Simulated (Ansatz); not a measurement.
`[OH][Zr]([OH])([Br])[Br]`, charge 0, multiplicity 1.

Give a relaxed structure at PBE0-D4/def2-TZVP (Ansatz 0.2.0). (Best estimate.)

The calculation gave: 
Z-matrix (Å, degrees):
```
Zr
O 1 1.890
Br 1 2.515 2 108.9
O 1 1.890 2 110.6 3 119.7
Br 1 2.515 2 108.9 3 -120.7
H 2 0.953 1 171.7 3 -119.7
H 4 0.953 1 171.7 2 0.1
```
Point group C2v.
